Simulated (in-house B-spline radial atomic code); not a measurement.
A calculation on Sr6+ (an excited or competing configuration): its settings, and results tabulated from the run. Computed with an all-electron radial atomic-structure program (B-spline basis): scalar-relativistic (X2C) r2SCAN0, spin-polarised, spherical fractional occupations, exact exchange averaged over the configuration, Fermi nucleus of rms radius 4.224 fm.

Command:
```bash
python run_scf.py task.json out
```
Settings (nuclear radius in fm, mass in u):
```
Z                38
configuration    [Ar] 3d10 4s1 4p2 5s1
hamiltonian      x2c
method           r2scan0
spin_polarised   True
nucleus          fermi
rms_radius       4.224
atomic_mass      87.90561
speed_of_light   137.035999084
exact_exchange   averaged over the configuration
```

Output (hartree, bohr):
```
 radial grid: 68 intervals, B-splines of order 8, outer radius 21.6418 bohr

 iter        energy (Eh)    residual
    1       -3166.803964    8.17e-02
    2       -3166.811273    2.30e-03
    3       -3166.811314    1.32e-03
    4       -3166.811319    7.75e-04
    5       -3166.811321    1.36e-04
    6       -3166.811321    2.21e-05
    7       -3166.811321    8.11e-06
    8       -3166.811321    5.38e-07
    9       -3166.811321    1.47e-08

 total energy                     -3166.81132
 kinetic                            3262.1100
 electron-nucleus                  -7532.0381
 Hartree                            1206.0934
 exact exchange                      -25.2781
 exchange-correlation                -77.6985

 orbital      occ     eigenvalue          <r>       <r^2>       <1/r>       r_max
 1s up      1.000      -592.2170    0.0387113  0.00203137      40.057     0.02501
 1s down    1.000      -592.1840    0.0387111  0.00203134     40.0569     0.02501
 2s up      1.000       -84.2046     0.171865   0.0349017     8.91173      0.1449
 2s down    1.000       -84.1864     0.171873   0.0349024     8.91012      0.1449
 2p up      3.000       -75.1291     0.150167   0.0275976     8.51809      0.1159
 2p down    3.000       -75.1045     0.150186   0.0276029     8.51677      0.1159
 3s up      1.000       -16.3908     0.488987    0.274402     2.97114      0.4345
 3s down    1.000       -16.3444     0.489353    0.274559     2.96525      0.4351
 3p up      3.000       -13.4058     0.495619    0.286543     2.78177      0.4298
 3p down    3.000       -13.3614     0.495059    0.285419     2.78147      0.4304
 3d up      5.000        -8.4875     0.493255    0.295053     2.52205      0.3768
 3d down    5.000        -8.4459     0.490216    0.290309     2.53073      0.3768
 4s up      1.000        -4.7362      1.22796      1.6918     1.10461        1.13
 4p up      2.000        -3.8975      1.33092     1.99942     1.00415       1.213
 5s up      1.000        -2.0724       2.4894     6.88287    0.537749       2.427

 Slater integrals (Eh)
   F0(4p up,4p up)               0.674953
   F2(4p up,4p up)               0.361138
   F0(4p up,5s up)               0.433254
   G1(4p up,5s up)               0.042715
   F0(5s up,5s up)               0.359916
```

Run time, properties included: 0.67 s on 1 thread of Intel(R) Xeon(R) Platinum 8488C, on a shared host.

One-electron X2C: radii and densities carry no picture-change correction, so inner-shell <1/r> comes out high (for 1s by about 2 % at Z = 33, 5 % at 54, 10 % at 75, 30 % at 118) and <r> low.
